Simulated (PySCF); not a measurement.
# YbCl: energy against distance

Set-up: basis Yb x2c-TZVPall, Cl x2c-TZVPall; spin-free X2C with a Gaussian nucleus; PySCF 2.14. Energies in eV from Yb (4f14 6s2) + Cl in their ground configurations at the same level. State: doublet, about 14.0 electrons in the 4f shell (Mulliken).

```json
{"R (Å)": "2.140", "PBE0": "-3.157"}
{"R (Å)": "2.239", "PBE0": "-3.622"}
{"R (Å)": "2.339", "PBE0": "-3.872"}
{"R (Å)": "2.413", "PBE0": "-3.958"}
{"R (Å)": "2.488", "PBE0": "-3.979"}
{"R (Å)": "2.563", "PBE0": "-3.952"}
{"R (Å)": "2.662", "PBE0": "-3.860"}
{"R (Å)": "2.787", "PBE0": "-3.687"}
{"R (Å)": "2.936", "PBE0": "-3.432"}
{"R (Å)": "3.135", "PBE0": "-3.062"}
```

**Question.** Put a parabola through the three lowest points of the PBE0 curve and estimate Re, k and ωe (reduced mass 29.12 u; 1 eV/Å² = 0.16022 mdyn/Å; ωe = 1302.8·√(k/μ) cm⁻¹).

**Answer.** Through R = 2.413, 2.488, 2.563 Å the second-order coefficient is 4.27 eV/Å², so Re ≈ 2.483 Å, k ≈ 1.37 mdyn/Å and ωe ≈ 282 cm⁻¹. A polynomial fit of higher order to the unrounded PBE0 energies gives Re = 2.480 Å, k = 1.44 mdyn/Å, ωe = 290 cm⁻¹; anharmonicity and rounding make the difference.

The higher-order fit for each curve: PBE0: Re = 2.480 Å, ωe = 290 cm⁻¹, De = 3.98 eV.

These are scalar-relativistic numbers at best; spin–orbit coupling would shift them, the dissociation energy most. The state is the lowest single determinant that the PBE0 search found; with open d or f shells the true ground state can be another one.
